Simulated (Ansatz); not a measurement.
CH6BFSn can be A, `B[CH2][SnH2][F]`, or B, `FC[BH][SnH3]`.

Calculated with Ansatz (gas phase, PBE0-D4/def2-TZVP geometries, no zero-point term in ΔE). CCSD(T)/CBS is the MP2 limit (def2-TZVPP, def2-QZVPP) plus CCSD(T) − MP2 in def2-TZVPP, frozen cores. Functionals use def2-TZVPP. B3LYP here is the variant with VWN-RPA as its local correlation; programs differ in this. def2 core potentials past Kr. For Sn outer-core shells are correlated without core-valence functions, which leaves a few kJ/mol of doubt a bond. Each species was taken in one conformer, which may not be the lowest.

A:

Z-matrix (Å, degrees):
```
Sn
C 1 2.177
B 1 2.821 2 32.2
F 1 1.925 2 102.5 3 -106.2
H 1 1.703 2 110.6 3 142.1
H 1 1.701 2 117.9 3 8.2
H 2 1.092 1 100.4 3 121.2
H 2 1.090 1 104.1 3 -122.6
H 3 1.198 1 105.2 2 -117.2
H 3 1.199 1 108.8 2 114.4
```

B:

```xyz
10

F     0.235    0.861    1.849
C     1.104    0.931    0.768
B     0.658    0.176   -0.502
Sn   -1.285   -0.956   -0.568
H     1.267    1.993    0.527
H     2.087    0.553    1.094
H     1.403    0.233   -1.437
H    -2.603    0.095   -0.293
H    -1.324   -2.164    0.638
H    -1.542   -1.722   -2.075
```

Question: Which isomer does CCSD(T)/CBS put lower? Give the gap. (An estimate is asked.)

Answer: Ansatz gave: A, by 178.3 kJ/mol.

Question: Give E(B) − E(A) in kJ/mol with B3LYP, HF/def2-TZVPP, PBE0-D4, PBE-D4, r2SCAN-D4, B2PLYP, ωB97M-V. (An estimate is asked.)

Answer: Computed: B3LYP 162.6, HF/def2-TZVPP 160.0, PBE0-D4 158.3, PBE-D4 158.6, r2SCAN-D4 168.1, B2PLYP 171.0, ωB97M-V 165.0. None reverses the order clearly.

Largest T1 diagnostic: 0.013.

In def2-TZVPP, CCSD(T) changes the Hartree–Fock value by +6.7 kJ/mol (the triples alone add +3.0 kJ/mol) and MP2 by +22.8 kJ/mol.
